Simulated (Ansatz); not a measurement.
The same path of FH5OSi2 (9 atoms, charge 0, multiplicity 1) was run twice with different band settings. Lost on the way: Si1–F2, Si1–H3. Made: F2–H3.

These are results of RKS B3LYP/6-31G* (Ansatz), not measurements.

Relaxed end points:

```xyz
9
Properties=species:S:1:pos:R:3
Si 0.282 0.033 0.160
F 0.575 0.569 1.647
H 1.572 -0.054 -0.559
H -0.664 0.979 -0.480
O -0.375 -1.461 0.221
Si -1.643 -2.488 0.502
H -1.655 -2.905 1.927
H -2.935 -1.824 0.177
H -1.477 -3.683 -0.362
```

```xyz
9
Properties=species:S:1:pos:R:3
Si 0.342 -0.086 -0.885
F 0.877 0.549 1.199
H 0.594 -0.355 1.368
H -1.003 0.661 -0.769
O -0.091 -1.440 0.116
Si -1.457 -2.334 0.466
H -1.247 -2.996 1.780
H -2.660 -1.460 0.533
H -1.674 -3.373 -0.575
```

Common settings: movable images 5; climbing image yes; spring 5.0 eV/Å²; start path through a guess of the saddle point; force threshold 0.05 eV/Å; iteration limit 60; end points relaxed.

| run | optimiser | largest step |
| --- | --- | --- |
| 1 | quadratic models (default) | default |
| 2 | fire | 0.02 Å |

Task: What does each run give, and how far can it be trusted?

Result: Run 1: converged after 24 iterations, highest image 3.850 eV above the first end. Neighbouring images differ by up to 3.7 eV, so the band resolves the path poorly. A vibrational analysis at the climbing image gives one clearly imaginary mode, 1134i cm⁻¹: a first-order saddle point.
Run 2: not converged after 60 iterations, highest image 3.931 eV above the first end. The band didn't meet its force threshold, so its energies are provisional: the largest band force was still 0.75 eV/Å, and over the last iterations the top moved between 3.93 and 3.96 eV.
The orbitals stay closed-shell, which can raise the energy where a bond breaks towards radicals; this wasn't checked here.
